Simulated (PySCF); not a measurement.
**Working out the excitation energy of Ga**

Ga [Ar] 3d10 4s2 4p1 (2P) → Ga [Ar] 3d10 4s2 5s1 (2S). Computed with PySCF 2.14 in aug-cc-pVTZ-PP with ECP10MDF, with a scalar-relativistic core potential. Frozen: 3s2 3p6 3d10. Energies in hartree (1 hartree = 27.21139 eV):

```json
{"part": "UHF", "Ga (lower)": "-258.302072", "Ga (upper)": "-258.197591"}
{"part": "CCSD correlation", "Ga (lower)": "-0.047246", "Ga (upper)": "-0.043011"}
{"part": "(T)", "Ga (lower)": "-0.000908", "Ga (upper)": "-0.000643"}
```

Task: What does Hartree-Fock give?

Result: (-258.197591) − (-258.302072) = 0.104481 hartree = 2.843 eV.

Task: What do CCSD and CCSD(T) give?

Result: The CCSD correlation energies differ by 0.004235 hartree = 0.115 eV and the triples by 0.000265 hartree = 0.007 eV, so CCSD gives 2.958 eV and CCSD(T) 2.965 eV.

Measured between the centres of the two terms (NIST): 3.005 eV, so CCSD(T) (valence) is off by -0.040 eV.

What remains against the reference includes basis incompleteness, the frozen core and higher excitations.
